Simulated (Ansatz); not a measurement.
Relaxation of C$_{4}$H$_{11}$NSi (17 atoms, charge 0, multiplicity 1), to a largest force component of 0.015 eV/Å in at most 40 steps.

All numbers below come from RKS PBE0-D4/def2-SVP (Ansatz).

```xyz
17
Properties=species:S:1:pos:R:3
C -1.527 -1.368 -0.672
C -0.367 -1.120 0.156
C 0.910 -0.824 -0.513
Si 0.254 0.554 0.595
C -0.120 2.028 -0.403
N 1.212 0.691 1.917
H -2.459 -1.180 -0.086
H -1.551 -2.331 -1.077
H -1.617 -0.630 -1.503
H -0.353 -1.841 0.988
H 1.832 -1.268 -0.074
H 0.988 -0.551 -1.530
H -0.946 1.904 -1.158
H 0.753 2.376 -0.897
H -0.452 2.858 0.241
H 0.700 0.521 2.774
H 1.549 1.663 1.980
```

Task: Where does it end, and by what steps?

Result: The forces met the threshold. After 13 steps the energy has fallen by 1.046 eV; H17 moved furthest, 0.71 Å.

| step | energy less start (eV) | largest force component (eV/Å) | accepted |
| --- | --- | --- | --- |
| 0 | 0.0000 | 3.275 | yes |
| 1 | -0.7814 | 1.523 | yes |
| 2 | -0.9468 | 0.597 | yes |
| 3 | -0.9734 | 0.730 | yes |
| 4 | -1.0151 | 0.256 | yes |
| 5 | -1.0322 | 0.114 | yes |
| 6 | -1.0186 | 0.413 | no |
| 7 | -1.0387 | 0.127 | yes |
| 8 | -1.0414 | 0.096 | yes |
| 9 | -1.0430 | 0.248 | yes |
| 10 | -1.0451 | 0.037 | yes |
| 11 | -1.0407 | 0.139 | no |
| 12 | -1.0459 | 0.037 | yes |
| 13 | -1.0462 | 0.011 | yes |

```xyz
17
Properties=species:S:1:pos:R:3
C -1.583 -1.311 -0.695
C -0.375 -1.079 0.182
C 1.006 -0.872 -0.508
Si 0.422 0.568 0.495
C -0.220 2.083 -0.398
N 1.168 0.786 2.042
H -2.519 -1.247 -0.118
H -1.552 -2.305 -1.174
H -1.651 -0.567 -1.505
H -0.314 -1.772 1.031
H 1.829 -1.506 -0.160
H 0.970 -0.802 -1.603
H -0.690 1.797 -1.351
H 0.595 2.790 -0.621
H -0.969 2.616 0.208
H 0.601 1.093 2.826
H 2.088 1.212 2.087
```

Whether the end is a true minimum wasn't checked by a vibrational analysis.

Time of the run: 47 s on 2 threads of Intel(R) Xeon(R) 6975P-C (Granite Rapids) (shared host), peak memory 0.44 GiB.
